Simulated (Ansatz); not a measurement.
In₉Sb₁₀H₂₆, a nanocrystal cut from wurtzite InSb (hydrogen-capped). Total charge 0; doublet. Geometry r2SCAN-D4/def2-SVP, that of the charge +1 singlet; atoms count from 1.

```xyz
45

Sb    1.942   -3.739    2.441
In   -0.572   -4.482    3.857
Sb    4.595   -0.822   -0.343
In    5.258    0.130   -3.039
In    2.118   -1.319    0.980
Sb    0.030   -1.404   -0.935
Sb   -1.897   -2.062    2.967
In   -2.556   -2.016    0.202
Sb    2.643    1.326   -3.628
In    0.048    0.956   -2.505
Sb   -2.088    0.689   -4.345
Sb   -4.024    0.277   -0.615
In   -4.874    0.245   -3.387
Sb    1.484    0.914    2.559
In   -0.860    0.320    4.092
In    2.099    3.131    0.797
Sb   -0.415    3.000   -0.638
Sb   -2.664    2.314    3.093
In   -3.112    2.796    0.300
H     2.516   -4.915    1.355
H     3.327   -3.710    3.427
H    -1.149   -5.790    2.911
H    -0.136   -4.277    5.501
H     5.469   -2.264   -0.094
H     5.441    0.092    0.814
H     5.238   -1.308   -3.968
H     6.311    1.455   -2.799
H     0.460   -2.656   -2.008
H    -3.433   -2.127    3.706
H    -3.166   -3.509   -0.410
H     2.376    1.148   -5.301
H     2.780    3.021   -3.657
H    -1.528   -0.471   -5.455
H    -1.899    2.031   -5.372
H    -5.473    0.115    0.270
H    -5.161   -1.382   -3.843
H    -5.620    1.749   -3.734
H     2.741    0.834    3.706
H    -0.613    0.393    5.794
H     3.185    2.376   -0.341
H     2.256    4.601    1.662
H    -0.458    4.349   -1.679
H    -4.182    2.013    3.798
H    -2.371    3.792    3.883
H    -4.068    4.190   -0.023
```

In the def2 sets In, Sb take a core potential; there is no spin–orbit coupling. Single mean-field runs in def2-SVP are fitted with def2-universal-jkfit.

**Question.** Estimate the Mulliken populations of the heavy atoms from the PBE0/def2-SVP orbitals of Ansatz.

**Answer.** 
```json
{"atom": "Sb1", "charge (e)": "0.03", "spin (α − β)": "0.08"}
{"atom": "In2", "charge (e)": "0.20", "spin (α − β)": "0.08"}
{"atom": "Sb3", "charge (e)": "0.03", "spin (α − β)": "0.04"}
{"atom": "In4", "charge (e)": "0.22", "spin (α − β)": "0.05"}
{"atom": "In5", "charge (e)": "0.09", "spin (α − β)": "0.14"}
{"atom": "Sb6", "charge (e)": "-0.14", "spin (α − β)": "0.05"}
{"atom": "Sb7", "charge (e)": "-0.16", "spin (α − β)": "0.00"}
{"atom": "In8", "charge (e)": "0.20", "spin (α − β)": "0.05"}
{"atom": "Sb9", "charge (e)": "0.03", "spin (α − β)": "0.03"}
{"atom": "In10", "charge (e)": "0.09", "spin (α − β)": "0.14"}
{"atom": "Sb11", "charge (e)": "0.03", "spin (α − β)": "0.08"}
{"atom": "Sb12", "charge (e)": "-0.16", "spin (α − β)": "0.00"}
{"atom": "In13", "charge (e)": "0.20", "spin (α − β)": "0.08"}
{"atom": "Sb14", "charge (e)": "-0.16", "spin (α − β)": "0.05"}
{"atom": "In15", "charge (e)": "0.21", "spin (α − β)": "0.02"}
{"atom": "In16", "charge (e)": "0.22", "spin (α − β)": "0.00"}
{"atom": "Sb17", "charge (e)": "-0.16", "spin (α − β)": "0.05"}
{"atom": "Sb18", "charge (e)": "0.03", "spin (α − β)": "0.01"}
{"atom": "In19", "charge (e)": "0.21", "spin (α − β)": "0.02"}
```
Mulliken values depend strongly on the basis.

**Question.** Where does the spin sit?

**Answer.** Summed by element: Sb 0.38, In 0.59, H 0.04, of 1 unpaired in all. Largest on single atoms: In5 0.14, In10 0.14, Sb1 0.08.

**Question.** And the Mayer bond orders between heavy atoms (over 0.3)?

**Answer.** Sb1–In2 0.58 (2.98 Å); Sb1–In5 0.64 (2.83 Å); In2–Sb7 0.68 (2.90 Å); Sb3–In4 0.61 (2.93 Å); Sb3–In5 0.67 (2.85 Å); In4–Sb9 0.61 (2.93 Å); In5–Sb6 0.75 (2.83 Å); In5–Sb14 0.79 (2.81 Å); Sb6–In8 0.72 (2.89 Å); Sb6–In10 0.76 (2.83 Å); Sb7–In8 0.77 (2.84 Å); Sb7–In15 0.80 (2.83 Å); In8–Sb12 0.77 (2.84 Å); Sb9–In10 0.67 (2.85 Å); In10–Sb11 0.64 (2.83 Å); In10–Sb17 0.79 (2.81 Å); Sb11–In13 0.58 (2.98 Å); Sb12–In13 0.68 (2.90 Å); Sb12–In19 0.80 (2.83 Å); Sb14–In15 0.76 (2.86 Å); Sb14–In16 0.67 (2.90 Å); In15–Sb18 0.70 (2.87 Å); In16–Sb17 0.67 (2.90 Å); Sb17–In19 0.76 (2.86 Å); Sb18–In19 0.70 (2.87 Å).
